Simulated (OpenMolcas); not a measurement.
**Ta4+ in a point-charge field**

Ta4+ among 5 point charges of -1 e arranged as a square pyramid (C4v), 2.04 Å from the ion, with the axial distance 2.183 Å.

| Property | Result |
| --- | --- |
| Program | OpenMolcas 26.06 |
| Method | SS-CASPT2, IPEA 0.25 Eh, imaginary shift 0.1 Eh (closed shells correlated: 4f 5s 5p) |
| Basis | ANO-RCC-VDZP [7s6p4d2f1g] |
| Scalar Hamiltonian | DKH2, point nucleus |
| Active space | 1 electron in 5 orbitals (5d) |
| State averaging | 2S+1 = 2 even, 5 roots |
| Spin-orbit coupling | RASSI with atomic mean-field integrals over the reference wave functions |

The lowest spin-free states, above the lowest:

```json
{"State": "2S+1 = 2", "Degeneracy": "1", "E (cm-1)": "0", "Free-ion L (%)": "D (100)"}
{"State": "2S+1 = 2", "Degeneracy": "2", "E (cm-1)": "12", "Free-ion L (%)": "D (100)"}
{"State": "2S+1 = 2", "Degeneracy": "1", "E (cm-1)": "5440", "Free-ion L (%)": "D (100)"}
{"State": "2S+1 = 2", "Degeneracy": "1", "E (cm-1)": "14210", "Free-ion L (%)": "D (100)"}
```

The lowest levels with spin-orbit coupling:

```json
{"E (cm-1)": "0", "Degeneracy": "2", "2S+1": "2", "g": "0.80 1.51 1.51"}
{"E (cm-1)": "4170", "Degeneracy": "2", "2S+1": "2", "g": "0.23 0.23 3.28"}
{"E (cm-1)": "7320", "Degeneracy": "2", "2S+1": "2", "g": "1.20 3.51 3.51"}
{"E (cm-1)": "10370", "Degeneracy": "2", "2S+1": "2", "g": "0.82 2.27 2.27"}
{"E (cm-1)": "19840", "Degeneracy": "2", "2S+1": "2", "g": "2.04 2.04 4.10"}
```

Powder χT (cm3 K/mol): 0.161 at 2 K, 0.162 at 10 K, 0.163 at 50 K, 0.165 at 100 K, 0.168 at 200 K, 0.171 at 300 K. The effective moment at 300 K is 2.828 √(χT) = 1.17 μB.

The lowest level has 2S+1 = 2, for which the spin-only value is χT = S(S+1) / 2 = 0.375 cm3 K/mol (g = 2). The computed 0.171 at 300 K differs by -0.204, through orbital momentum, spin-orbit coupling and any other state in reach.

Spin-orbit coupling mixes the spin-free states strongly: the lowest level takes only 60 % from its leading state, an unlabelled state of the same spin as most of the rest, which lies 12 cm-1 above the lowest spin-free state. Free-ion shares, where given, are those of the reference states; single-state CASPT2 does not remix them. This is an electrostatic model: the charges have no orbitals. An unlabelled pair can be two single states that coincide in this model. No measured value stands beside these numbers.

A state without a sure symmetry label is named by its multiplicity alone.
